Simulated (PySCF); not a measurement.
PySCF input (PW6B95/def2-TZVPD):

```python
from pyscf import gto, scf, dft

mol = gto.M(
    atom='''
    Be    0.00000000    0.00000000    0.00000000
    Cl   -0.00000000   -0.00000000   -1.83888656
    Cl    0.00000000    0.00000000    1.83888656
    ''',
    basis='def2-tzvpd',
    charge=1,
    spin=1,
    symmetry='D2h',
    verbose=4,
)

mf = dft.UKS(mol, xc='pw6b95').density_fit(auxbasis='def2-universal-jkfit')
mf.grids.level = 3
mf.conv_tol = 1e-9
mf.max_cycle = 100
mf.max_memory = 1500
mf.kernel()
if not mf.converged:
    mf = mf.newton()
    mf.kernel(mf.make_rdm1())
mf.analyze()
```

End of the output:

```
macro X = 55  E=-935.622977419511  |g|= 1.24644e-05  total 96 KF 415 JK
converged SCF energy = -935.622977419511  <S^2> = 0.75933793  2S+1 = 2.0093162
**** SCF Summaries ****
Total Energy =                        -935.622977419510789
Nuclear Repulsion Energy =              80.719610927527810
One-electron Energy =                -1441.439180370421809
Two-electron Energy =                  425.096592023383209
Two-electron Coulomb Energy =          484.973258949273088
DFT Exchange-Correlation Energy =      -59.876666925889850
HOMO-LUMO gap [eV] =                     1.686185983483510
Wave-function symmetry = B3g
alpha occupancy for each irrep:     Ag  B1g  B2g  B3g   Au  B1u  B2u  B3u
                                     6    0    2    2    0    5    2    2
beta  occupancy for each irrep:     Ag  B1g  B2g  B3g   Au  B1u  B2u  B3u
                                     6    0    2    1    0    5    2    2
**** MO energy ****
alpha MO #1 (B1u #1), energy= -102.220850598469 occ= 1
alpha MO #2 (Ag #1), energy= -102.220849162145 occ= 1
alpha MO #3 (B1u #2), energy= -9.85874314116624 occ= 1
alpha MO #4 (Ag #2), energy= -9.85874101380908 occ= 1
alpha MO #5 (B2u #1), energy= -7.59491689962317 occ= 1
alpha MO #6 (B3g #1), energy= -7.59491311930555 occ= 1
alpha MO #7 (Ag #3), energy= -7.58589145649148 occ= 1
alpha MO #8 (B1u #3), energy= -7.58588895525697 occ= 1
alpha MO #9 (B3u #1), energy= -7.58261380294337 occ= 1
alpha MO #10 (B2g #1), energy= -7.58260994856794 occ= 1
alpha MO #11 (Ag #4), energy= -4.44062064676024 occ= 1
alpha MO #12 (B1u #4), energy= -1.12759159296782 occ= 1
alpha MO #13 (Ag #5), energy= -1.1273715963348 occ= 1
alpha MO #14 (Ag #6), energy= -0.691237707037656 occ= 1
alpha MO #15 (B1u #5), energy= -0.679576988286984 occ= 1
alpha MO #16 (B2u #2), energy= -0.653471189603355 occ= 1
alpha MO #17 (B3g #2), energy= -0.639378037244711 occ= 1
alpha MO #18 (B3u #2), energy= -0.627138223626415 occ= 1
alpha MO #19 (B2g #2), energy= -0.611078895568188 occ= 1
alpha MO #20 (B2u #3), energy= -0.242172737917144 occ= 0
alpha MO #21 (B3u #3), energy= -0.23391680156148 occ= 0
alpha MO #22 (Ag #7), energy= -0.228668979711892 occ= 0
alpha MO #23 (B1u #6), energy= -0.120847421286128 occ= 0
alpha MO #24 (Ag #8), energy= -0.109229458005936 occ= 0
alpha MO #25 (B2u #4), energy= -0.101682988590592 occ= 0
alpha MO #26 (B3u #4), energy= -0.0933071788239648 occ= 0
alpha MO #27 (Ag #9), energy= -0.0846324045286256 occ= 0
alpha MO #28 (B3g #3), energy= -0.077077712119452 occ= 0
alpha MO #29 (B1u #7), energy= -0.0665185029614189 occ= 0
alpha MO #30 (B2g #3), energy= -0.0606013383337275 occ= 0
alpha MO #31 (B1g #1), energy= -0.0533335309456536 occ= 0
alpha MO #32 (Ag #10), energy= -0.0532220755720905 occ= 0
alpha MO #33 (B2u #5), energy= -0.0361495226036057 occ= 0
alpha MO #34 (B1u #8), energy= -0.00987193191884259 occ= 0
alpha MO #35 (Au #1), energy= -0.00958391979668376 occ= 0
alpha MO #36 (B3u #5), energy= -0.00800439764615904 occ= 0
alpha MO #37 (B3g #4), energy= 0.0116852425644993 occ= 0
alpha MO #38 (B1u #9), energy= 0.0209889321945417 occ= 0
alpha MO #39 (B2g #4), energy= 0.0232261409654096 occ= 0
alpha MO #40 (Ag #11), energy= 0.0332093799142771 occ= 0
alpha MO #41 (B1u #10), energy= 0.0520275656448499 occ= 0
alpha MO #42 (B2u #6), energy= 0.0622026932957859 occ= 0
alpha MO #43 (B3u #6), energy= 0.0716694502018082 occ= 0
alpha MO #44 (Ag #12), energy= 0.0871357088152161 occ= 0
alpha MO #45 (B1u #11), energy= 0.155189006442603 occ= 0
alpha MO #46 (B2u #7), energy= 0.165093533019173 occ= 0
alpha MO #47 (B3u #7), energy= 0.179294152921918 occ= 0
alpha MO #48 (Ag #13), energy= 0.200418725243458 occ= 0
alpha MO #49 (B1g #2), energy= 0.250209303874851 occ= 0
alpha MO #50 (Ag #14), energy= 0.250257767838384 occ= 0
alpha MO #51 (B3g #5), energy= 0.252563767677367 occ= 0
alpha MO #52 (B2g #5), energy= 0.270582014033325 occ= 0
alpha MO #53 (B3g #6), energy= 0.285211882021347 occ= 0
alpha MO #54 (B2g #6), energy= 0.293294432171036 occ= 0
alpha MO #55 (B1u #12), energy= 0.300616707789788 occ= 0
alpha MO #56 (Ag #15), energy= 0.325658602456051 occ= 0
alpha MO #57 (B1g #3), energy= 0.326786574743686 occ= 0
alpha MO #58 (Au #2), energy= 0.355951112857378 occ= 0
alpha MO #59 (B1u #13), energy= 0.356156639597174 occ= 0
alpha MO #60 (Ag #16), energy= 0.371844708332792 occ= 0
alpha MO #61 (B2u #8), energy= 0.374099309003547 occ= 0
alpha MO #62 (B3u #8), energy= 0.392612387595702 occ= 0
alpha MO #63 (B2u #9), energy= 0.440655958137119 occ= 0
alpha MO #64 (B3u #9), energy= 0.451033396525481 occ= 0
alpha MO #65 (B1u #14), energy= 0.504086500096415 occ= 0
alpha MO #66 (Ag #17), energy= 0.594680662166005 occ= 0
alpha MO #67 (B1u #15), energy= 0.623558463202196 occ= 0
alpha MO #68 (B3g #7), energy= 0.677189231450427 occ= 0
alpha MO #69 (B2g #7), energy= 0.690544109845343 occ= 0
alpha MO #70 (Ag #18), energy= 0.799528285105595 occ= 0
alpha MO #71 (Ag #19), energy= 0.904530918277447 occ= 0
alpha MO #72 (B1u #16), energy= 0.95304125076244 occ= 0
alpha MO #73 (Ag #20), energy= 1.62279261926192 occ= 0
alpha MO #74 (B1g #4), energy= 1.62303818337783 occ= 0
alpha MO #75 (B1u #17), energy= 1.63696377913741 occ= 0
alpha MO #76 (Au #3), energy= 1.63703623123605 occ= 0
alpha MO #77 (B2u #10), energy= 1.70979852307336 occ= 0
alpha MO #78 (B3g #8), energy= 1.72224213529877 occ= 0
alpha MO #79 (B3u #10), energy= 1.72528797036364 occ= 0
alpha MO #80 (Ag #21), energy= 1.73179814044545 occ= 0
alpha MO #81 (B2g #8), energy= 1.73830745828997 occ= 0
alpha MO #82 (B1u #18), energy= 1.75538306372648 occ= 0
alpha MO #83 (Au #4), energy= 1.78639226592748 occ= 0
alpha MO #84 (B1u #19), energy= 1.7881907890042 occ= 0
alpha MO #85 (B2u #11), energy= 1.79738045704456 occ= 0
alpha MO #86 (B3u #11), energy= 1.79751217997877 occ= 0
alpha MO #87 (B3g #9), energy= 1.79795897098742 occ= 0
alpha MO #88 (B2g #9), energy= 1.79801049686037 occ= 0
alpha MO #89 (B1g #5), energy= 1.84423090105468 occ= 0
alpha MO #90 (Ag #22), energy= 1.84427054408907 occ= 0
alpha MO #91 (B2u #12), energy= 1.85526979769025 occ= 0
alpha MO #92 (B3u #12), energy= 1.87419721256131 occ= 0
alpha MO #93 (B3g #10), energy= 1.99293418498147 occ= 0
alpha MO #94 (B2g #10), energy= 2.01610395294891 occ= 0
alpha MO #95 (Ag #23), energy= 2.06569754297022 occ= 0
alpha MO #96 (B2u #13), energy= 2.09829344088824 occ= 0
alpha MO #97 (B3u #13), energy= 2.12131055585087 occ= 0
alpha MO #98 (B3g #11), energy= 2.15246426589868 occ= 0
alpha MO #99 (B2g #11), energy= 2.17008894238393 occ= 0
alpha MO #100 (B1u #20), energy= 2.1720007512196 occ= 0
alpha MO #101 (Ag #24), energy= 2.43234107470762 occ= 0
alpha MO #102 (B1u #21), energy= 2.57121283086396 occ= 0
[...]
```
